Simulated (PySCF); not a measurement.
## Magnetic susceptibility: `C=CC#CC1(F)CCC1`, C$_{8}$H$_{9}$F

Geometry:
```
atom   x (Å)   y (Å)   z (Å)
  C1   3.464   0.822   1.173
  C2   3.069  -0.097   0.298
  C3   1.720  -0.314  -0.045
  C4   0.566  -0.497  -0.335
  C5  -0.815  -0.722  -0.689
  F6  -0.896  -1.746  -1.624
  C7  -1.598   0.542  -1.099
  C8  -2.352   0.488   0.239
  C9  -1.775  -0.911   0.504
 H10   4.504   0.960   1.412
 H11   2.759   1.463   1.674
 H12   3.779  -0.740  -0.207
 H13  -0.992   1.426  -1.286
 H14  -2.231   0.344  -1.961
 H15  -3.436   0.545   0.172
 H16  -1.999   1.230   0.952
 H17  -2.482  -1.715   0.310
 H18  -1.295  -1.071   1.467
```

The calculation used GIAO B3LYP/pcSseg-1 magnetisability, rotational g tensor and spin-rotation constants, non-relativistic, gas phase in PySCF. Geometry: GFN2-xTB.

Q: How diamagnetic is it, and how anisotropic?

A: Isotropic -1267 × 10⁻³⁰ J/T², or -76.3 × 10⁻⁶ cm³/mol; principal values -1353, -1267, -1181 × 10⁻³⁰ J/T², anisotropy 148 × 10⁻³⁰ J/T² (root of half the summed squared differences of the principal values). The susceptibility is in cgs units.

Q: Split it along the inertial axes a, b, c into diamagnetic and paramagnetic parts about the centre of mass, with the quadrupole moment.

A: 
```
axis  χ (10⁻⁶ cm³/mol)  diamagnetic (10⁻⁶ cm³/mol)  paramagnetic (10⁻⁶ cm³/mol)  summed x² of all electrons (Å²)  quadrupole Θ (D Å)
   a             -72.4                      -482.1                        409.7                            326.1               +9.35
   b             -75.0                     -1541.3                       1466.3                             76.4               -5.12
   c             -81.5                     -1707.5                       1626.0                             37.2               -4.22
```
Anisotropies 2χaa − χbb − χcc = +11.6 and 2χbb − χaa − χcc = +3.9 × 10⁻⁶ cm³/mol. Θ is traceless in Buckingham's convention.

Q: And the rotational g tensor?

A: 
| axis | rotational constant (GHz) | g | nuclear part | electronic part |
| --- | --- | --- | --- | --- |
| a | 3.2292 | -0.0378 | 0.5837 | -0.6215 |
| b | 0.8388 | -0.0054 | 0.5724 | -0.5778 |
| c | 0.7444 | -0.0027 | 0.5659 | -0.5686 |

Asymmetric top; isotopes 12C, 19F, 1H; no vibrational averaging.
